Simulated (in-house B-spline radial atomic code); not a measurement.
Ionisation energies along the 12-electron series, configuration [Ne] 3s2, as differences of self-consistent energies. NIST's values go from ground level to ground level; the uncertainty of those that are theory runs from under 0.1 % in few-electron ions to several per cent in heavy many-electron ones. Computed with an all-electron radial atomic-structure program (B-spline basis): non-relativistic Hartree-Fock, average of the configuration, point nuclei.

This level leaves out relativity, spin-orbit splitting included, which matters for heavy ions.

```csv
ion,configuration after,ionisation energy (eV),IE/(q+1)² (eV),-ε less Coulomb ΔSCF (eV),tabulated value (eV),computed minus tabulated (eV)
K7+,[Ne] 3s1,152.1,2.3769,0.17893,154.87,-2.7
Ca8+,[Ne] 3s1,185.5,2.2895,0.17793,188.54,-3.1
Sc9+,[Ne] 3s1,?,?,?,?,?
Ti10+,[Ne] 3s1,261.3,2.1595,0.17692,265.07,-3.8
V11+,[Ne] 3s1,303.8,2.1097,0.1767,308.5,-4.7
Cr12+,[Ne] 3s1,?,?,?,?,?
Mn13+,[Ne] 3s1,397.9,2.0302,0.17659,402.95,-5.0
Fe14+,[Ne] 3s1,449.5,1.9979,0.17663,456.2,-6.7
Co15+,[Ne] 3s1,504.2,1.9695,0.17671,511.96,-7.8
Ni16+,[Ne] 3s1,561.9,1.9442,0.17682,571.07,-9.2
Cu17+,[Ne] 3s1,622.6,1.9216,0.17696,632.5,-9.9
Zn18+,[Ne] 3s1,?,?,?,?,?
Ga19+,[Ne] 3s1,753.1,1.8829,0.17726,765.7,-12.6
Ge20+,[Ne] 3s1,823.0,1.8661,0.17742,837.1,-14.1
```

(1) Fill in the row of Sc9+.

(2) Fill in the row of Cr12+.

(3) Fill in the row of Zn18+.

(4) How far is this level of theory from the measured and semi-empirical values?

## Answers

(1) ionisation energy (eV): 221.8; IE/(q+1)² (eV): 2.2185; -ε less Coulomb ΔSCF (eV): 0.1773; tabulated value (eV): 225.18; computed minus tabulated (eV): -3.3.

(2) ionisation energy (eV): 349.3; IE/(q+1)² (eV): 2.0671; -ε less Coulomb ΔSCF (eV): 0.1766; tabulated value (eV): 354.7; computed minus tabulated (eV): -5.4.

(3) ionisation energy (eV): 686.4; IE/(q+1)² (eV): 1.9013; -ε less Coulomb ΔSCF (eV): 0.17711; tabulated value (eV): 697.5; computed minus tabulated (eV): -11.1.

(4) Over those 14 rows the differences run from -14.1 to -2.75 eV (mean absolute value 7.1 eV). The calculation leaves out relativity, correlation and, in open shells, the multiplet splittings that an average leaves out.
